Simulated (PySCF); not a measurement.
Input of a run (PBE0-D3(BJ)/def2-SVP geometry optimisation, gas phase (PySCF 2.14.0)), started from a GFN2-xTB structure with every atom displaced at random (by about 0.01 Å):
```
{"job": {"xc": "PBE0", "basis": "def2-SVP", "d3": "d3bj", "grid": 1, "shake": 0.01, "kind": "geom"}, "charge": 0, "multiplicity": 1}
F      2.741930     1.802800    -0.941000
C      3.017580     0.652620    -0.315070
F      4.079260     0.918700     0.432680
O      2.062040     0.239800     0.478490
C      0.953270    -0.430870    -0.188930
C     -0.094180     0.482470    -0.865970
C     -1.149790    -0.169460     0.006560
C     -2.461170    -0.691980    -0.457240
C     -2.419730     0.460480     0.530460
C     -0.111400    -0.924790     0.818920
H      3.304540    -0.064290    -1.098850
H      1.370520    -1.201520    -0.828100
H     -0.224050     0.350620    -1.947920
H      0.051310     1.535740    -0.641340
H     -2.788300    -0.509710    -1.467690
H     -2.798130    -1.643990    -0.071000
H     -2.697310     0.287490     1.535460
H     -2.689740     1.443070     0.154520
H      0.051590    -0.526240     1.808010
H     -0.249230    -1.995570     0.871120
```

Output (energies in Eh, forces in Eh/bohr):
```
step   0  E = -546.63640194  max force = 0.045670
step   1  E = -546.64309619  max force = 0.012896
step   2  E = -546.64375116  max force = 0.004741
step   3  E = -546.64395579  max force = 0.001915
step   4  E = -546.64407740  max force = 0.001867
step   5  E = -546.64420085  max force = 0.002946
step   6  E = -546.64429988  max force = 0.001756
step   7  E = -546.64443751  max force = 0.001514
step   8  E = -546.64449420  max force = 0.001347
step   9  E = -546.64452377  max force = 0.001183
step  10  E = -546.64453167  max force = 0.000568
step  11  E = -546.64454418  max force = 0.001026
step  12  E = -546.64455864  max force = 0.002094
step  13  E = -546.64457988  max force = 0.002354
step  14  E = -546.64459515  max force = 0.001212
step  15  E = -546.64459715  max force = 0.000234
optimisation converged
```

Task: Summarise the run.

Result: The energy falls by 5.1 kcal/mol over 16 energy and gradient evaluations, the largest force component goes from 0.0457 to 2.3e-04 Eh/bohr, and the atoms move by 0.310 Å rms after alignment. The bond that changes most is O4–C5 (ether oxygen to sp3 carbon bound to oxygen), which shortens by 0.049 Å. Bonds longer at the end by more than 0.005 Å: 15 of 21; shorter: 5. Among the angles that change most is C6–C5–H12, from 115.0° to 111.6°. Among the dihedrals that turn most is H12–C5–C10–H20, from 7° to 26°. The energy never rose by more than 1e-6 Eh on the way. The first step brought 82 % of the lowering.

Task: What are the final bond lengths?

Result: F1–C2 1.355 Å, C2–F3 1.332 Å, C2–O4 1.348 Å, O4–C5 1.409 Å, C5–C6 1.540 Å, C6–C7 1.525 Å, C7–C8 1.495 Å, C8–C9 1.505 Å, C7–C10 1.526 Å, C5–C10 1.530 Å, C7–C9 1.489 Å, C2–H11 1.109 Å, C5–H12 1.106 Å, C6–H13 1.100 Å, C6–H14 1.100 Å, C8–H15 1.094 Å, C8–H16 1.094 Å, C9–H17 1.094 Å, C9–H18 1.094 Å, C10–H19 1.101 Å, C10–H20 1.100 Å. Numbering counts from 1 in the input's order; the species is `FC(F)OC1CC2(CC2)C1`.

The run used 190 basis functions and 101 SCF cycles in all. The run took 3.7 min of wall time on an AMD EPYC 7R13 with one thread, no GPU, on a shared host, and the process peaked at 0.81 GiB of memory.

Not checked by PBE0-D3(BJ)/def2-SVP frequencies. One conformer, not necessarily the lowest.
